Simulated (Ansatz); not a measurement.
A nudged elastic band was laid between two geometries of CH6ClNOSi2 (12 atoms, charge 0, multiplicity 1).

All numbers below come from Ansatz, RKS B3LYP-D4/def2-SVP.

```
movable images  : 9
climbing image  : yes
spring          : 5.0 eV/Å²
optimiser       : quadratic models (default)
start path      : IDPP
force threshold : 0.05 eV/Å
iteration limit : 37
end points      : relaxed
```

First end point:

```xyz
12
Properties=species:S:1:pos:R:3
Si -0.403 -2.259 0.306
N -0.081 -0.557 0.059
C 0.680 -0.033 -0.806
O 0.836 1.292 -0.884
Si -0.061 2.199 0.266
Cl 0.454 4.152 -0.185
H 0.355 -3.112 -0.665
H -1.862 -2.499 0.137
H -0.006 -2.624 1.693
H 1.282 -0.563 -1.568
H -1.513 2.043 0.042
H 0.398 1.906 1.639
```

Last end point:

```xyz
12
Properties=species:S:1:pos:R:3
Si -0.448 -2.253 0.293
N -0.107 -0.556 0.048
C -0.002 0.065 -1.050
O 0.266 1.374 -1.086
Si 0.453 2.126 0.446
Cl 0.845 4.096 -0.052
H 0.683 -2.864 1.043
H -0.627 -2.977 -1.007
H -1.692 -2.378 1.100
H -0.110 -0.359 -2.066
H -0.812 2.086 1.208
H 1.629 1.585 1.157
```

Task: What changes between the two ends?

Result: No bond is made or broken. The dihedral H7–Si1–N2–C3 goes from 0 to 120°. The two ends are copies of one structure, up to a mirror image or an exchange of like atoms.

Task: Give the energies along the band, and the barrier.

Result: The forces met the threshold. The highest image is number 5 of 0 to 10, 0.057 eV above the ends, which have the same energy within 2 meV. A vibrational analysis at the climbing image gives one clearly imaginary mode, 121i cm⁻¹: a first-order saddle point.

| image | path coordinate (Å) | energy (eV) | dihedral H7–Si1–N2–C3 (°) |
| --- | --- | --- | --- |
| 0 | 0.00 | 0.000 | 0 |
| 1 | 0.43 | 0.005 | 11 |
| 2 | 0.85 | 0.019 | 22 |
| 3 | 1.28 | 0.037 | 34 |
| 4 | 1.70 | 0.052 | 47 |
| 5 | 2.13 | 0.057 | 60 |
| 6 | 2.55 | 0.052 | 74 |
| 7 | 2.98 | 0.037 | 86 |
| 8 | 3.41 | 0.019 | 99 |
| 9 | 3.83 | 0.005 | 110 |
| 10 | 4.26 | 0.000 | 120 |

Task: What is the geometry of the highest image?

Result: 
```xyz
12
Properties=species:S:1:pos:R:3
Si -0.428 -2.249 0.309
N -0.088 -0.553 0.031
C 0.264 0.022 -1.040
O 0.484 1.340 -1.075
Si 0.250 2.152 0.420
Cl 0.683 4.119 -0.057
H 0.773 -3.089 0.018
H -1.559 -2.716 -0.549
H -0.802 -2.418 1.737
H 0.432 -0.442 -2.031
H -1.163 2.081 0.843
H 1.230 1.696 1.427
```

Task: What are the harmonic wavenumbers there?

Result: 121i, 64, 67, 172, 184, 211, 258, 531, 572, 656, 698, 719, 723, 743, 861, 925, 947, 955, 959, 976, 1018, 1254, 1382, 1745, 2208, 2209, 2256, 2287, 2305, 3062 cm⁻¹.

The run took 4.4 min on 2 threads of Arm Neoverse V1 (shared host), peak memory 0.34 GiB.
